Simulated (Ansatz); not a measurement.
`CC[N](CC)[Ga]([Cl])[Cl]`, charge 0, multiplicity 1.

(1) Give a relaxed structure at PBE0-D4/def2-TZVP (the Gaussian-basis code of Ansatz). (Best estimate.)

Answers

(1) Computed: 
Z-matrix (Å, degrees):
```
C
C 1 1.520
H 1 1.093 2 110.5
H 1 1.092 2 111.7 3 120.3
H 1 1.093 2 110.6 3 -119.8
N 2 1.452 1 113.5 3 -62.2
H 2 1.094 1 109.1 3 59.5
H 2 1.097 1 109.8 3 175.1
C 6 1.452 2 116.5 1 -78.5
Ga 6 1.797 2 121.8 1 101.6
C 9 1.520 6 113.6 2 -78.5
H 9 1.097 6 109.3 2 44.4
H 9 1.094 6 108.9 2 159.7
Cl 10 2.129 6 120.6 2 -178.3
Cl 10 2.129 6 120.7 2 1.7
H 11 1.093 9 110.6 6 177.9
H 11 1.092 9 111.7 6 58.0
H 11 1.093 9 110.5 6 -62.3
```
Point group C2.
This is one stationary point; other conformers may exist.
